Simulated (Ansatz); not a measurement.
A nudged elastic band was laid between two geometries of C$_{2}$H$_{8}$N$_{2}$OSi (14 atoms, charge 0, multiplicity 1).

Computed with RKS B3LYP/6-31G in Ansatz 0.2.0.

```json
{
  "movable images": "5",
  "climbing image": "yes",
  "spring": "5.0 eV/Å²",
  "optimiser": "quadratic models (default)",
  "start path": "through a guess of the saddle point",
  "force threshold": "0.05 eV/Å",
  "iteration limit": "34",
  "end points": "relaxed"
}
```

Image 0:

```xyz
14
Properties=species:S:1:pos:R:3
C -0.428 -2.143 -0.257
N 0.388 -1.242 0.148
C 0.180 0.161 -0.230
N 1.451 0.644 -0.707
O -0.834 0.376 -1.261
Si -0.548 1.111 1.323
H -0.262 -3.172 0.050
H -1.288 -1.926 -0.895
H 2.249 0.085 -0.437
H 1.597 1.644 -0.710
H -0.377 0.308 -2.131
H 0.340 0.888 2.512
H -0.538 2.575 0.986
H -1.942 0.660 1.637
```

Image 6:

```xyz
14
Properties=species:S:1:pos:R:3
C -0.427 -2.143 -0.258
N 0.388 -1.242 0.149
C 0.179 0.161 -0.229
N 1.451 0.644 -0.708
O -0.835 0.376 -1.260
Si -0.548 1.112 1.323
H -1.287 -1.927 -0.896
H -0.261 -3.172 0.050
H 2.248 0.085 -0.437
H 1.597 1.644 -0.709
H -0.377 0.310 -2.130
H 0.340 0.888 2.513
H -0.538 2.576 0.985
H -1.942 0.661 1.636
```

Task: What changes between the two ends?

Result: No bond is made or broken. The dihedral H8–C1–N2–C3 changes from 1 to -179° by way of a nearly straight angle C1–N2–C3 (up to 173°), not by a turn about the bond. The two ends are copies of one structure, up to a mirror image or an exchange of like atoms.

Task: Give the energies along the band, and the barrier.

Result: The run ended unconverged. The highest image is number 2 of 0 to 6, 101.3 kJ/mol above the ends, which have the same energy within 2 meV. The band didn't meet its force threshold, so its energies are provisional: the largest band force was still 0.19 eV/Å, and over the last iterations the top moved between 1.05 and 1.06 eV. Limits of this set-up: no polarisation functions.

```csv
image,path coordinate (Å),energy (kJ/mol),angle C1–N2–C3 (°)
0,0.00,0.0,120
1,1.08,25.7,134
2,2.17,101.3,173
3,3.68,21.5,125
4,5.19,19.0,123
5,6.70,17.2,120
6,8.22,0.0,120
```

The run took 13 min on 1 thread of Arm Neoverse V2, on a shared host, peak memory 0.18 GiB.
